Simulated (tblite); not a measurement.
Species: C6H8F4O2.
Numbering: `[CH3:1][C@@:2]1([O:3][CH:4]([F:5])[F:6])[CH2:7][C@H:8]([F:9])[O:10][C@@H:11]1[F:12]` (hydrogens: H13, H14, H15 on C1; H16 on C4; H17, H18 on C7; H19 on C8; H20 on C11)

Computed with GFN2-xTB (tblite), gas phase: L-BFGS steps from a force-field or distance-geometry start until the largest atomic force falls under 0.01 eV/Å.

Step 19: E = -1197.8674 eV
```
atom  x, y, z in Å  |  force x, y, z in eV/Å
C1     -0.7486    1.5032   -0.2485   -0.007  -0.018  -0.008
C2     -0.1313    0.1036   -0.2567    0.010   0.007   0.096
O3     -0.9257   -0.8356   -0.9765    0.089   0.073  -0.036
C4     -1.9654   -1.4735   -0.3814    0.029   0.041  -0.049
F5     -2.8791   -1.7084   -1.3372   -0.027  -0.002  -0.002
F6     -2.5909   -0.7186    0.5554    0.030  -0.014   0.001
C7      1.2895    0.1214   -0.8459   -0.046   0.024   0.017
C8      2.1507    0.5207    0.3587    0.005   0.001  -0.051
F9      3.2641   -0.2692    0.4265   -0.042  -0.016   0.034
O10     1.3669    0.3436    1.5062    0.011   0.036   0.010
C11     0.2093   -0.3291    1.1887   -0.004  -0.070   0.029
F12     0.4224   -1.6920    1.2040   -0.041  -0.022   0.039
H13    -1.7240    1.4976    0.2291   -0.027  -0.029   0.006
H14    -0.0996    2.1855    0.2949   -0.002  -0.026   0.012
H15    -0.8621    1.8595   -1.2675   -0.019  -0.033  -0.064
H16    -1.7079   -2.4426    0.0838    0.030   0.031   0.039
H17     1.3896    0.8021   -1.6852    0.011  -0.016  -0.005
H18     1.5687   -0.8903   -1.1477   -0.043   0.053  -0.056
H19     2.5189    1.5561    0.3475    0.020  -0.036  -0.012
H20    -0.5506   -0.1232    1.9488    0.021   0.016   0.001
```

Step 20: E = -1197.8694 eV
```
atom  x, y, z in Å  |  force x, y, z in eV/Å
C1     -0.7520    1.5012   -0.2483   -0.014  -0.005   0.004
C2     -0.1321    0.1034   -0.2548    0.022  -0.005   0.079
O3     -0.9228   -0.8380   -0.9742    0.102   0.048  -0.087
C4     -1.9647   -1.4755   -0.3847    0.028   0.059  -0.034
F5     -2.8762   -1.7089   -1.3434   -0.013  -0.007   0.008
F6     -2.5898   -0.7196    0.5497   -0.016   0.014   0.037
C7      1.2877    0.1236   -0.8466   -0.029   0.033   0.020
C8      2.1521    0.5193    0.3566    0.014  -0.015  -0.023
F9      3.2561   -0.2837    0.4286   -0.023  -0.016   0.025
O10     1.3667    0.3522    1.5039    0.010   0.052   0.036
C11     0.2109   -0.3259    1.1911    0.002  -0.074   0.036
F12     0.4292   -1.6881    1.2140   -0.052  -0.007   0.015
H13    -1.7260    1.4963    0.2302   -0.061  -0.042   0.013
H14    -0.1063    2.1847    0.2954    0.035  -0.005   0.026
H15    -0.8668    1.8591   -1.2661   -0.016  -0.042  -0.083
H16    -1.7106   -2.4424    0.0851    0.040  -0.005   0.023
H17     1.3884    0.8098   -1.6808   -0.004  -0.017  -0.029
H18     1.5661   -0.8867   -1.1542   -0.044   0.062  -0.052
H19     2.5339    1.5503    0.3440   -0.002  -0.054  -0.014
H20    -0.5489   -0.1203    1.9513    0.020   0.025   0.001
```

Question: Estimate the geometry and energy of step 21. (The exact step hangs on the optimiser's Hessian estimate; all steps are aligned on step 20, rigid shifts and turns removed.)

Answer: E = -1197.8715 eV, largest force 0.130 eV/Å
```
atom  x, y, z in Å  |  force x, y, z in eV/Å
C1     -0.7563    1.4990   -0.2480   -0.022   0.010   0.017
C2     -0.1327    0.1032   -0.2513    0.027  -0.011   0.027
O3     -0.9179   -0.8401   -0.9729    0.075   0.006  -0.106
C4     -1.9632   -1.4769   -0.3890    0.026   0.059  -0.006
F5     -2.8729   -1.7096   -1.3500    0.013  -0.006   0.020
F6     -2.5889   -0.7205    0.5438   -0.045   0.041   0.053
C7      1.2853    0.1268   -0.8470    0.002   0.039   0.016
C8      2.1539    0.5172    0.3539    0.017  -0.030   0.025
F9      3.2467   -0.3007    0.4315   -0.003  -0.021   0.014
O10     1.3664    0.3630    1.5016    0.006   0.042   0.050
C11     0.2130   -0.3232    1.1947    0.010  -0.042   0.034
F12     0.4360   -1.6840    1.2257   -0.052   0.006  -0.007
H13    -1.7294    1.4939    0.2316   -0.077  -0.051   0.011
H14    -0.1134    2.1836    0.2963    0.056   0.013   0.028
H15    -0.8724    1.8578   -1.2659   -0.009  -0.059  -0.070
H16    -1.7130   -2.4420    0.0868    0.049  -0.020  -0.007
H17     1.3869    0.8183   -1.6763   -0.023  -0.011  -0.047
H18     1.5624   -0.8814   -1.1626   -0.042   0.061  -0.044
H19     2.5511    1.5426    0.3397   -0.022  -0.060  -0.017
H20    -0.5467   -0.1165    1.9543    0.015   0.032   0.009
```

The energy changes by -0.0021 eV. The first-order estimate −F·Δx gives -0.0029 eV and the mean of the old and new forces, exact on a quadratic surface, -0.0021 eV. The step makes an angle of 76° with the force vector and moves no atom by more than 0.020 Å.

The cost below is that of the whole relaxation. Hardware: Intel Xeon Platinum 8559C, one thread, no GPU, on a shared host. Cost: 1.1 s of wall time.
